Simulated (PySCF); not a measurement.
B3LYP has the VWN-RPA correlation part, as in Gaussian. 

```xyz
9

C     -1.5355     0.2113     0.0038
C     -0.4507    -0.5439     0.1656
Si     1.2876     0.0817    -0.0735
H     -2.5380    -0.1774     0.1496
H     -1.4681     1.2555    -0.2832
H     -0.5918    -1.5836     0.4538
H      1.9823    -0.6915    -1.1321
H      1.2402     1.5116    -0.4603
H      2.0739    -0.0638     1.1763
```

Charge 0, multiplicity 1.

Question: Give the Mulliken and meta-Löwdin atomic charges from B3LYP-D3(BJ)/def2-TZVP (PySCF).

Answer: 
```csv
atom,Mulliken (e),meta-Löwdin (e)
C1,-0.24,-0.21
C2,-0.21,-0.34
Si3,0.28,0.52
H4,0.12,0.12
H5,0.12,0.11
H6,0.11,0.12
H7,-0.06,-0.10
H8,-0.06,-0.10
H9,-0.06,-0.10
```
